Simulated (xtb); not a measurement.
Be(F)(SiH3) (BeFH3Si), SMILES [SiH3][Be][F]. All values are semi-empirical tight-binding results from xtb (GFN2-xTB unless named), good for trends rather than for accurate numbers. The structure is a stationary point at GFN2-xTB.

For metal compounds this method's bond lengths and energies can be far off.

```
Property                                      Result
-------------------------------------  -------------
point group as xtb finds it                      C3v
orbital gap                                  3.97 eV
zero-point energy                      16.7 kcal/mol
G − E(el) at 298.15 K (modified RRHO)   0.1 kcal/mol
```
